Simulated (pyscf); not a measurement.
**`[F][Zr]([Cl])([Cl])[Cl]`, singlet**

Gas-phase minimum from PySCF at ωB97X-D3(BJ)/def2-SVP, one conformer. 

```xyz
5

F      0.9666     2.1268    -0.6591
Zr     0.2673     0.3981    -0.4081
Cl     0.6721    -0.2709     1.7796
Cl    -2.0193     0.4422    -0.8143
Cl     1.2981    -1.0664    -1.8878
```

Bonds (Å): F1–Zr2 1.882, Zr2–Cl3 2.323, Zr2–Cl4 2.323, Zr2–Cl5 2.323. Bond angles (°): F1–Zr2–Cl3 109.0, F1–Zr2–Cl4 109.0, F1–Zr2–Cl5 109.2, Cl3–Zr2–Cl4 110.0, Cl3–Zr2–Cl5 109.9, Cl4–Zr2–Cl5 109.7.

Properties at ωB97X-D3(BJ)/def2-SVP:

```json
{
 "harmonic_wavenumbers_unscaled": "98, 99, 108, 144, 144, 402, 445, 445, 715 cm⁻¹",
 "zero_point_energy": "3.7 kcal/mol",
 "rotational_symmetry_number": "3",
 "Entropy of this conformer at 298 K and 1 atm, rigid rotor and harmonic oscillator, modes under 100 cm⁻¹ raised to 100": "368.2 J/(mol K)",
 "dipole_moment": "0.13 D"
}
```

Single-point totals, which compare only within one level:

```csv
level,total energy (hartree)
ωB97X-D3(BJ)/def2-TZVP,-1527.97214
PBE/def2-TZVP,-1527.27921
r²SCAN/def2-TZVP,-1527.81976
B3LYP-D3(BJ)/def2-TZVP,-1527.99120
PBE0-D3(BJ)/def2-TZVP,-1527.36285
M06-2X/def2-TZVP,-1527.73963
ωB97M-D3(BJ)/def2-TZVP,-1528.04192
```

Elements past Kr carry the def2 core potentials, without spin-orbit coupling.
